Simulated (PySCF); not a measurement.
Computed properties of B(H)(OMe)(SMe) (C2H7BOS), SMILES COBSC

B(H)(OMe)(SMe) (C₂H₇BOS), SMILES CSBOC. Coordinates come from a B3LYP-D3(BJ)/def2-SVP optimisation. The structure was generated by enumeration, and PubChem lists no compound with its InChIKey, so it may never have been made. Other conformers were not sampled. All values are computed for the isolated molecule unless a solvent is named; none is compared with measurement here.

**Structure.** The optimised structure has Cs symmetry. All 30 harmonic modes at B3LYP-D3(BJ)/def2-SVP (PySCF) are real, so it is a minimum. With heavy atoms numbered as in [BH:1]([O:3][CH3:4])[S:8][CH3:9], the shortest bond between them is B1–O3 at 1.350 Å and the longest S8–C9 at 1.833 Å.

**Vibrations.** The strongest infrared lines (harmonic, unscaled, degenerate partners summed) lie at 1381 cm⁻¹ (427 km/mol, B 33 %, H 31 %, O 25 %, C 12 %), 2587 cm⁻¹ (133 km/mol, H 91 %, B 9 %), 1327 cm⁻¹ (87 km/mol, H 77 %, C 14 %). The softest mode is at 47 cm⁻¹ and the zero-point energy is 59.2 kcal/mol.

**Electronic structure.** M06-2X/def2-TZVP (PySCF) places the frontier levels at -8.15 and 0.91 eV, a gap of 9.06 eV, and gives a dipole moment of 2.17 D and a mean polarisability of 63.0 bohr³. PBE/def2-TZVP (PySCF) at the same geometry gives -5.83 and -0.82 eV, so its gap is 4.05 eV narrower. An orbital gap is neither the optical nor the fundamental gap.

**Excitations.** TDA-CAM-B3LYP/def2-SVPD (PySCF) has S1 at 6.18 eV (201 nm, f = 0.004, weak); the most intense of the 10 singlets computed lies at 6.44 eV (f = 0.24). T1 (TDA) is at 5.15 eV, 1.03 eV under S1. TDA-PBE/def2-SVPD (PySCF) puts S1 at 5.56 eV. No vertical singlet excitation falls in the visible range (under 3.1 eV).

**NMR.** GIAO shifts at B3LYP/pcSseg-1 (PySCF) (non-relativistic, atoms alike by connectivity averaged): ¹³C from 16.7 to 65.6 ppm against TMS; ¹H from 2.3 to 5.5 ppm against TMS; ¹¹B at 33.6 ppm against BF3.
